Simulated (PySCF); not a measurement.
A PySCF script (with the pyscf-properties extension) for the NMR shieldings of SMILES BOBC1CCCC1, C5H12B2O, on a PBE0-D3(BJ)/def2-SVP geometry:

```python
import basis_set_exchange as bse
import numpy as np
from pyscf import gto, dft
from pyscf.prop import nmr

atoms = """
B     3.231042    0.410482    0.418273
O     2.254751   -0.076992   -0.344421
B     1.216327   -0.523852   -1.066396
C    -0.221221    0.083044   -0.888055
C    -1.225333   -0.933328   -0.308382
C    -2.446440   -0.071579    0.016010
C    -1.877294    1.289919    0.465318
C    -0.391337    1.288694    0.042327
H     3.897779    1.328458   -0.004946
H     3.421624   -0.085536    1.506488
H     1.436943   -1.431937   -1.840560
H    -0.586311    0.344754   -1.901345
H    -0.817396   -1.375311    0.618433
H    -1.447951   -1.766201   -0.992240
H    -3.049184    0.053812   -0.898119
H    -3.104547   -0.531522    0.768796
H    -1.975526    1.429220    1.552681
H    -2.429411    2.119529   -0.001495
H     0.251049    1.160552    0.929689
H    -0.080172    2.232241   -0.430552
"""
names = dict.fromkeys(["B", "O", "C", "H"], "pcSseg-1")
basis = {el: gto.basis.parse(bse.get_basis(n, elements=[el], fmt="nwchem")) for el, n in names.items()}
mol = gto.M(atom=atoms, basis=basis, charge=0, verbose=0)
mf = dft.RKS(mol, xc="GGA_XC_KT3")
mf.grids.level = 2
mf.grids.alignment = dft.numint.BLKSIZE   # the property module wants whole blocks of grid points
mf.conv_tol = 1e-9
mf.kernel()

calc = nmr.RKS(mf)   # GIAO
sigma = calc.kernel()   # uncoupled for a functional without exact exchange
for i, s in enumerate(sigma):   # ppm
    w = np.linalg.eigvalsh((s + s.T) / 2)
    print("%2d %-2s iso %8.1f  s11 %8.1f  s22 %8.1f  s33 %8.1f" % (i, mol.atom_pure_symbol(i), w.mean(), *w))
```

**Question.** What are the results?

**Answer.** 
```
 0 B  iso     63.7  s11     24.9  s22     60.5  s33    105.7
 1 O  iso     10.5  s11   -118.0  s22     47.3  s33    102.1
 2 B  iso     60.6  s11     13.9  s22     70.1  s33     97.9
 3 C  iso    145.8  s11    119.0  s22    155.8  s33    162.6
 4 C  iso    150.5  s11    128.9  s22    158.5  s33    164.1
 5 C  iso    151.0  s11    126.3  s22    158.1  s33    168.6
 6 C  iso    155.7  s11    127.7  s22    166.8  s33    172.6
 7 C  iso    154.5  s11    130.8  s22    163.6  s33    169.1
 8 H  iso     26.1  s11     25.2  s22     25.6  s33     27.3
 9 H  iso     26.0  s11     25.1  s22     25.7  s33     27.4
10 H  iso     25.8  s11     23.8  s22     24.2  s33     29.5
11 H  iso     30.1  s11     26.0  s22     28.3  s33     36.2
12 H  iso     30.4  s11     25.9  s22     28.9  s33     36.3
13 H  iso     29.4  s11     25.0  s22     27.1  s33     36.1
14 H  iso     29.8  s11     24.7  s22     28.0  s33     36.7
15 H  iso     29.4  s11     25.0  s22     27.2  s33     36.1
16 H  iso     29.7  s11     24.5  s22     28.0  s33     36.5
17 H  iso     29.6  s11     24.7  s22     27.8  s33     36.4
18 H  iso     30.0  s11     24.3  s22     29.6  s33     36.2
19 H  iso     29.7  s11     25.0  s22     28.1  s33     36.1
```

These numbers come from an equivalent density-fitted implementation of the same equations, which agrees with the script to about 0.01 ppm for H and up to a few tenths of a ppm for heavy atoms, so last digits may differ.

Size and cost of the density-fitted run: 196 basis functions, 73 s wall time on 1 thread of an Arm Neoverse N1, shared host; peak memory 0.8 GiB.
